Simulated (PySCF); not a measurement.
## Two-component Hartree-Fock for Sn⁴¹⁺ (tin, charge +41)

Start: [He] 2s2 2p5; 2p1/2 filled at m_j = +1/2; 2p3/2 filled at m_j = -3/2, -1/2, +1/2, +3/2. Calculated with PySCF 2.14 in an uncontracted even-tempered set (17 s from 20 bohr⁻², ratio 2.4; 12 p from 26 bohr⁻², ratio 2.4; 5 d from 96 bohr⁻², ratio 2.6; 4 f from 140 bohr⁻², ratio 2.6): generalised Hartree-Fock with the X2C-1e Hamiltonian and a Gaussian nucleus; one run each with spin-orbit coupling (SO) screened by Boettger's factors, then bare. This is a chosen level, not necessarily the ground level.

| spinor shell | electrons | ε, screened SO (eV) | ε, bare SO (eV) | weight of nominal j (bare SO) | rms radius, bare SO (bohr) |
| --- | --- | --- | --- | --- | --- |
| 1s1/2 | 2 | -32236.8 | -32237.0 | 1.000 | 0.0332 |
| 2s1/2 | 2 | -7128.8 | -7128.9 | 1.000 | 0.132 |
| 2p1/2 | 1 | -6897.0 | -6904.8 | 1.000 | 0.113 |
| 2p3/2 | 4 | -6638.2 | -6635.2 | 1.000 | 0.118 |

```csv
quantity,screened SO,bare SO
E (hartree),-4469.73235,-4469.56509
M_J,1/2,1/2
⟨J²⟩,0.750,0.750
⟨L²⟩,2.003,2.003
⟨S²⟩,0.753,0.753
```

Each row is a mean over spinors that exchange with the open shell spreads, by up to 13.734 eV (2p3/2).

Breit and QED terms are absent; they matter most for the inner s and p1/2 levels.

Densities and radii are taken from the X2C orbitals without a picture-change correction, which distorts them close to the nucleus.
